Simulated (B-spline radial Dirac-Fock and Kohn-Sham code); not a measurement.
K-line shifts caused by a second vacancy in Nd³⁺

System: the Nd³⁺ ion in the configuration 1s2 2s2 2p6 3s2 3p6 3d10 4s2 4p6 4d10 4f3 5s2 5p6, inside a Watson sphere of charge -3 and radius 1.6 Å (a model of the Madelung potential; inside it an electron's potential energy is raised by 27.0 eV).

Input of the calculation (task.json; shells as n, l, electrons):

```json
{"items": [{
  "Z": 60,
  "q": 3,
  "cfg": [[1, 0, 2], [2, 0, 2], [2, 1, 6], [3, 0, 2], [3, 1, 6], [3, 2, 10], [4, 0, 2], [4, 1, 6], [4, 2, 10], [4, 3, 3], [5, 0, 2], [5, 1, 6]],
  "A": 142,
  "rrms": 4.9123,
  "watson": [-3, 1.6],
  "do": ["binding", "quiet", "double"]
}]}
```

Launch: `python xray_run.py task.json out`

These are calculated numbers from an atomic code on a B-spline grid; the model is relaxed Dirac-Fock hole states (ΔSCF) with Breit and QED corrections and a finite nucleus. Each two-hole energy is an average over J within one jj subconfiguration, not an observable level; in light atoms, where LS coupling holds, the j-resolved values are not observed lines, and for a K spectator the Kα1 hypersatellite is nearly forbidden. No correlation.

Lines without a spectator: Kα2 (K-L2) 36844.2 eV, Kα1 (K-L3) 37358.0 eV, Kβ3 (K-M2) 42160.8 eV, Kβ1 (K-M3) 42265.3 eV. Shifts in eV with one spectator hole (a dash: not computed, or left out as unreliable):

| spectator hole | Kα2 | Kα1 | Kβ3 | Kβ1 |
| --- | --- | --- | --- | --- |
| L2 (2p1/2) | +85.5 | +110.5 | – | +224.9 |
| L3 (2p3/2) | +75.9 | +78.6 | +187.7 | – |
| M2 (3p1/2) | – | +14.87 | +31.8 | +38.1 |
| M3 (3p3/2) | +9.73 | – | +30.3 | +30.0 |
| M4 (3d3/2) | +2.57 | -0.65 | – | – |
| M5 (3d5/2) | -1.58 | +1.15 | – | – |

Problem. Where does the K-L3 hypersatellite lie, emitted when both K electrons are missing?

Solution. +763.6 eV from the normal line, at 38121.6 eV. Removing both K electrons costs 88184.2 eV, which is 1026.7 eV more than twice the K binding energy.

With n spectator holes in 2p, averaged over the 2p shell (energies in eV):

```tsv
n	KαLⁿ	step	hypersatellite KαʰLⁿ
0	37186.7	–	37938.7
1	37273.6	+86.9	38027.3
2	37361.8	+88.3	38117.2
3	37451.5	+89.7	38208.6
4	37542.6	+91.1	38301.3
5	37635.1	+92.5	38395.5
```
